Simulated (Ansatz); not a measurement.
The cluster HfAl6. Total charge 0; singlet. Geometry r2SCAN-D4/def2-SVP.

| atom | x (Å) | y (Å) | z (Å) |
| --- | --- | --- | --- |
| Hf1 | 0.1369 | -1.4093 | -1.0854 |
| Al2 | -0.2555 | -0.4397 | 1.5695 |
| Al3 | -2.3631 | -0.4265 | -0.4339 |
| Al4 | 2.1168 | -0.8486 | 0.7365 |
| Al5 | 2.2276 | 0.4161 | -1.4941 |
| Al6 | 0.0006 | 1.2114 | -0.5170 |
| Al7 | -1.8633 | 1.4967 | 1.2245 |

In the def2 sets Hf takes a core potential; there is no spin–orbit coupling. HSE06 is defined as in plane-wave codes, on full-range PBE exchange. The restricted singlet is unstable towards broken spin symmetry in Hartree–Fock (as tested in another run); at PBE-D4/def2-TZVP, r2SCAN-D4/def2-TZVP, PBE0-D4/def2-TZVP, HSE06-D4/def2-TZVP and others this wasn't settled. Another isomer (singlet) lies 0.82 eV lower at PBE0-D4/def2-TZVP; other spin states weren't run for this one.

Question: Estimate the orbital energies around the gap (eV) in Ansatz with PBE-D4/def2-TZVP, r2SCAN-D4/def2-TZVP, PBE0-D4/def2-TZVP, HSE06-D4/def2-TZVP, BHLYP-D4/def2-TZVP.

Answer: 
```csv
orbital,PBE-D4/def2-TZVP,r2SCAN-D4/def2-TZVP,PBE0-D4/def2-TZVP,HSE06-D4/def2-TZVP,BHLYP-D4/def2-TZVP
HOMO−9,-9.95,-10.34,-11.34,-10.91,-12.50
HOMO−8,-8.50,-8.79,-9.68,-9.27,-10.67
HOMO−7,-7.64,-7.88,-8.70,-8.29,-9.56
HOMO−6,-6.99,-7.19,-7.92,-7.54,-8.65
HOMO−5,-6.35,-6.49,-7.07,-6.71,-7.58
HOMO−4,-5.19,-5.29,-5.78,-5.43,-6.14
HOMO−3,-5.11,-5.27,-5.75,-5.40,-6.10
HOMO−2,-4.75,-4.87,-5.37,-5.02,-5.77
HOMO−1,-4.35,-4.49,-5.03,-4.68,-5.49
HOMO,-4.10,-4.23,-4.76,-4.40,-5.23
LUMO,-3.74,-3.75,-3.21,-3.55,-2.42
LUMO+1,-3.50,-3.45,-2.88,-3.22,-2.12
LUMO+2,-3.43,-3.40,-2.82,-3.18,-1.89
LUMO+3,-2.85,-2.80,-2.28,-2.63,-1.55
LUMO+4,-2.61,-2.52,-2.00,-2.35,-1.23
LUMO+5,-2.45,-2.36,-1.82,-2.18,-1.02
```
